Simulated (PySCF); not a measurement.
Gas-phase reaction: InCH3 + 4 H = InH3 + CH4

Method: PySCF energies (xtb for GFN2) plus ideal-gas RRHO corrections (1 bar). † marks an energy on the PBE0/def2-TZVP geometry and frequencies; other levels use their own. MP2 and CCSD(T) freeze the core. Open shells (unrestricted): H (multiplicity 2); the rest are closed-shell singlets. GFN2 has no spin-polarisation term. In: scalar-relativistic def2 core potential, no spin-orbit coupling. InCH3, InH3: computed as isolated molecules; such fragments, hydroxides, amides, oligomers or adducts are transient or little studied in the gas. MP2 isn't extrapolated to the basis-set limit; its ΔH°(298 K) is -833.0 kJ in def2-SVP and -842.5 kJ in def2-TZVPP. CCSD(T) isn't extrapolated to the basis-set limit; its ΔH°(298 K) is -873.4 kJ in def2-SVP and -899.0 kJ in def2-TZVPP. The harmonic model lacks anharmonicity and excited electronic states, which grow with temperature; levels with a mode under 35 cm⁻¹ are left out.

| level | ΔE electronic, kJ | ΔH°(298 K), kJ | ΔS°(298 K), J/K | ΔG°(600 K), kJ |
|---|---|---|---|---|
| BLYP/def2-TZVP† | -936 | -878 | -303 | -691 |
| CCSD(T)/def2-TZVPP† | -957 | -899 | -303 | -711 |
| GFN2-xTB | -1109 | -1053 | -306 | -864 |
| MP2/def2-SVP† | -891 | -833 | -303 | -645 |
| PBE/def2-SVP | -912 | -857 | -303 | -669 |
| PBE/def2-TZVP† | -918 | -860 | -303 | -673 |
| PBE0/def2-QZVP† | -935 | -876 | -303 | -689 |
| PBE0/def2-SVP† | -928 | -870 | -303 | -682 |
| r2SCAN/def2-TZVP† | -956 | -898 | -303 | -710 |
| LDA/def2-TZVP† | -1027 | -969 | -303 | -781 |
| ωB97X-V/def2-TZVP† | -972 | -914 | -303 | -727 |
ΔH° is lowest at GFN2-xTB and highest at MP2/def2-SVP†. No reference value is set beside these.
